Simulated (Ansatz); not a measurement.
`C[NH][Hf]([F])([NH]C)[NH]C` and `C[NH][Zr]([F])([NH]C)[NH]C` differ in one element.

Ansatz, PBE0-D4/def2-TZVP geometries, multiplicity 1. Each molecule was computed in one conformer, which needn't be the lowest.

Elements past krypton have def2 core potentials.

```tsv
property	`C[NH][Hf]([F])([NH]C)[NH]C`
LUMO energy (B3LYP/def2-TZVPP) / eV	-0.13
LUMO energy (PBE0/def2-TZVPP) / eV	0.15
HOMO energy (ωB97M-V/def2-TZVPP) / eV	-8.75
HOMO energy (B3LYP/def2-TZVPP) / eV	-6.21
HOMO–LUMO gap (PBE/def2-TZVPP) / eV	4.54
LUMO energy (ωB97M-V/def2-TZVPP) / eV	1.33
```

Question: Give the same properties after the change, and the shifts. (Estimate.)

Answer: The calculation gave: 
| property | `C[NH][Zr]([F])([NH]C)[NH]C` | shift |
| --- | --- | --- |
| LUMO energy (B3LYP/def2-TZVPP) / eV | -0.33 | -0.20 |
| LUMO energy (PBE0/def2-TZVPP) / eV | -0.07 | -0.22 |
| HOMO energy (ωB97M-V/def2-TZVPP) / eV | -8.73 | 0.02 |
| HOMO energy (B3LYP/def2-TZVPP) / eV | -6.20 | 0.01 |
| HOMO–LUMO gap (PBE/def2-TZVPP) / eV | 4.23 | -0.31 |
| LUMO energy (ωB97M-V/def2-TZVPP) / eV | 0.98 | -0.35 |

Positive LUMOs are unbound, so they and the gaps depend on the basis.

B3LYP here is the variant with VWN-RPA as its local correlation; programs differ in this.
